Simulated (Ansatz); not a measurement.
Relaxation of C$_{2}$H$_{10}$N$_{2}$Si (15 atoms, charge 0, multiplicity 1), to a largest force component of 0.02 eV/Å in at most 40 steps.

All numbers below come from RKS PBE/STO-3G (Ansatz 0.2.0).

```xyz
15
Properties=species:S:1:pos:R:3:forces:R:3
Si 0.000 0.000 0.000 -1.16 2.04 0.86
N 0.000 0.000 1.820 0.61 -0.83 -3.18
C -1.216 -0.376 2.555 0.69 0.36 -0.03
H -1.864 -1.000 1.905 -0.12 0.01 0.09
H -0.938 -0.953 3.461 -0.23 -0.10 0.23
H -1.766 0.540 2.855 -0.58 -0.01 0.40
C 1.216 0.376 2.555 -0.79 -0.07 0.04
H 1.464 -0.416 3.292 0.34 0.03 0.36
H 2.058 0.494 1.842 0.00 0.03 0.13
H 1.046 1.335 3.087 0.45 0.27 0.42
H 1.377 0.000 -0.486 0.04 0.13 0.26
N -0.857 1.485 -0.606 0.98 -1.92 0.26
H -1.877 1.430 -0.889 1.10 0.67 0.21
H -0.337 2.406 -0.677 -1.07 -0.74 -0.08
H -0.688 -1.191 -0.486 -0.26 0.12 0.05
```

**Question.** Where does it end, and by what steps?

**Answer.** The run converged. Limits of this set-up: minimal basis. After 11 steps the energy has fallen by 0.658 eV; H13 moved furthest, 0.75 Å.

```tsv
step	energy less start (eV)	largest force component (eV/Å)	accepted
0	0.0000	3.181	yes
1	-0.4127	1.055	yes
2	-0.5184	1.377	yes
3	-0.5723	0.531	yes
4	-0.6279	0.530	yes
5	-0.6412	0.157	yes
6	-0.6496	0.175	yes
7	-0.6546	0.137	yes
8	-0.6545	0.229	no
9	-0.6577	0.024	yes
10	-0.6578	0.025	yes
11	-0.6580	0.003	yes
```

```xyz
15
Properties=species:S:1:pos:R:3
Si -0.025 -0.079 -0.057
N 0.135 -0.404 1.698
C -1.156 -0.485 2.460
H -1.858 -1.156 1.923
H -0.968 -0.916 3.468
H -1.668 0.499 2.615
C 1.105 0.477 2.432
H 1.306 0.051 3.440
H 2.063 0.512 1.873
H 0.754 1.529 2.586
H 1.326 -0.161 -0.590
N -0.697 1.480 -0.643
H -1.653 1.623 -0.200
H -0.131 2.273 -0.217
H -0.912 -1.115 -0.563
```

Run time: 32 s on 1 thread of Arm Neoverse V2, with other jobs on the host, peak memory 0.13 GiB.
